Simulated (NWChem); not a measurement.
# A calculation on FGa

```xyz
2

Ga     0.0000     0.0000    -0.4046
F      0.0000     0.0000     1.3936
```
Charge 0, spin multiplicity 1.

Everything below was run with NWChem. The geometry was optimised at PBE/def2-SVP, a minimum by its harmonic frequencies.

The field's frequency is 0.0773 Ha (589 nm).

The Hamiltonian is non-relativistic. The structure started from a generated list of species.

### Question
Give the polarisability tensor in bohr³ at PBE/def2-SVPD, in the frame of the coordinates, and its isotropic mean.

### Answer
```
34.86   0.00   0.00
 0.00  34.86   0.00
 0.00   0.00  38.67
```
Mean (one third of the trace): 36.13 bohr³.
